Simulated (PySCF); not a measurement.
## A search over the determinants of PdS

Unrestricted PBE0; basis Pd def2-TZVPP with ECP28, S def2-TZVPP; scalar-relativistic core potentials; PySCF 2.14. Outer shells of the fragments: Pd 4d10; S 3s2 3p4.

Followed along the bond (rough minima from three points):

| 2Ms+1 | unpaired | ⟨S²⟩ at the start | R at minimum (Å) | Te (eV) |
| --- | --- | --- | --- | --- |
| 3 | π ↑↑ | 2.01 | 2.09 | 0.00 |
| 1 | π ↑↓ | 1.01 | 2.09 | 0.26 |
| 3 | σ ↑, π ↑ | 2.01 | 2.16 | 0.30 |
| 1 | σ ↓, π ↑ | 1.01 | 2.17 | 0.41 |
| 1 | none | 0.00 | 2.09 | 1.09 |
| 3 | π ↑, δ ↑ | 2.01 | none in the scan | ≤ 1.23 |

Solutions found at the starting distance of 2.170 Å, counted from the lowest of them; the search is not exhaustive and high or unbound solutions are not listed, so other states can lie among these:

```
2Ms+1        unpaired   term  E (eV)  ⟨S²⟩  ⟨Lz²⟩  μ (D)
    3            π ↑↑    ³Σ⁻    0.00  2.01   0.00  -2.87
    1            π ↑↓  mixed    0.26  1.01   2.03  -2.93
    3        σ ↑, π ↑     ³Π    0.26  2.01   1.03  -3.79
    1        σ ↓, π ↑  mixed    0.36  1.01   1.03  -3.81
    1            none  mixed    1.09  0.00   2.01  -3.14
    3        π ↑, δ ↑  mixed    1.19  2.01   5.02  -4.19
    1        π ↑, δ ↓  mixed    1.23  1.01   5.02  -4.12
    3            π ↑↑  mixed    1.88  2.01   2.02  -4.17
    5      σ ↑↑, π ↑↑    ⁵Σ⁻    2.16  6.01   0.00   1.89
    5  σ ↑, π ↑↑, δ ↑     ⁵Δ    2.98  6.01   4.01   1.47
```

A term symbol is given only where ⟨S²⟩ and ⟨Lz²⟩ are close to those of a pure state; real π, δ and φ orbitals otherwise mix terms. A positive dipole means Pd(−)S(+).

Spin–orbit coupling is left out. The state is the lowest single determinant that the PBE0 search found; with open d or f shells the true ground state can be another one.
